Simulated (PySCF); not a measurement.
# Exercise with solution: chemical shift, span and skew from a shielding tensor

prop-1-ynylboronic acid (C₃H₅BO₂), SMILES CC#CB(O)O. Atoms are numbered in the order given.

```xyz
11

C     -3.0103     0.3384     0.2572
C     -1.5689     0.1911     0.1308
C     -0.3484     0.0810     0.0171
B      1.1736    -0.1060    -0.1087
O      1.9530     0.9303    -0.5466
O      1.7853    -1.3008     0.2101
H     -3.3816    -0.0953     1.2094
H     -3.5391    -0.1782    -0.5714
H     -3.3124     1.4063     0.2318
H      2.8897     0.6591    -0.5728
H      1.1349    -1.9604     0.5077
```
Charge 0, spin multiplicity 1.

Geometry optimised at PBE-D3(BJ)/def2-SVP. Other conformers were not sampled.

GIAO shieldings from PBE/pcSseg-1 (PySCF), non-relativistic, no solvent. The symmetric part of the tensor of C1 has the principal values 162.5, 163.4, 191.3 ppm. The same nucleus in TMS has σ = 182.0 ppm at this level (PySCF, at its B3LYP-D3(BJ)/def2-TZVP geometry).

Work out the isotropic shielding, the ¹³C shift against TMS, the span and the skew.


σ(iso) = (σ11 + σ22 + σ33)/3 = 172.4 ppm. δ = σ(ref) − σ(iso) = 182.0 − (172.4) = 9.6 ppm.
Span Ω = σ33 − σ11 = 28.8 ppm. Skew κ = 3(σ(iso) − σ22)/Ω = 0.94. Tumbling in solution averages the tensor to δ; in a static solid the shielding alone would spread this spin-1/2 line over Ω.
